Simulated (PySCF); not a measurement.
B3LYP has the VWN-RPA correlation part, as in Gaussian. Excitations are Tamm–Dancoff values on a coarser integration grid. The basis has no diffuse functions, so Rydberg states are missing or too high.

Cartesian coordinates (Å):
```xyz
4

Cl    -1.2161    -1.7266    -0.0233
Ga     0.0003     0.0000     0.0000
Cl    -0.8873     1.9164    -0.0253
Cl     2.1031    -0.1899     0.0486
```
Charge 0, multiplicity 1.

Estimate the dipole moment, S1–T1 gap (TDA) and HOMO that B3LYP-D3(BJ)/def2-TZVP // PBE0-D4/def2-TZVP run with PySCF returns for this input.


dipole moment: 0.00 D
S1–T1 gap (TDA): 0.36 eV
HOMO: -9.15 eV
